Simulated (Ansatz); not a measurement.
System: C2H6Mg, charge 1, doublet. C2H6Mg+ (parent SMILES [CH3][Mg][CH3], doublet).
B3LYP-D3(BJ)/def2-TZVP minimum from Ansatz (a quantum-chemistry and plane-wave program):
```
Mg
C 1 2.1731
H 2 1.0871 1 103.19
H 2 1.0871 3 114.96 1 -111.56
H 2 1.0871 3 114.96 4 -136.88
C 1 2.1731 4 156.39 2 180.00
H 6 1.0871 1 103.19 4 -62.82
H 6 1.0871 7 114.96 1 111.56
H 6 1.0871 7 114.96 8 136.88
```
Charge +1, spin multiplicity 2.

Total energies in def2-SVP, 15 correlated electrons, 7 frozen orbitals. Radicals and triplets start from unrestricted determinants; spin-orbit coupling is neglected. Correlated methods leave the cores frozen. No relativity. The UHF reference of C2H6Mg+ (parent SMILES [CH3][Mg][CH3], doublet) is spin-contaminated (<S^2> up to 0.28 over the pure value in the sets run). The spin of C2H6Mg+ (parent SMILES [CH3][Mg][CH3], doublet) was assumed, and the state is the lowest solution found for it.

```json
[
 {"method": "HF", "program": "Ansatz", "energy (Eh)": "-278.41323", "minus CCSDT(Q) (mEh)": "353.28"},
 {"method": "MP2", "program": "Ansatz", "energy (Eh)": "-278.70516", "minus CCSDT(Q) (mEh)": "61.35"},
 {"method": "CCSD", "program": "Ansatz", "energy (Eh)": "-278.75458", "minus CCSDT(Q) (mEh)": "11.93"},
 {"method": "CCSD(T)", "program": "Ansatz", "energy (Eh)": "-278.76432", "minus CCSDT(Q) (mEh)": "2.19"},
 {"method": "CCSDT(Q)", "program": "Ansatz", "energy (Eh)": "-278.76651", "minus CCSDT(Q) (mEh)": "0.00"}
]
```

Rough core times of Ansatz's runs on a shared machine: CCSD(T) 20 s, CCSDT(Q) 7 min.
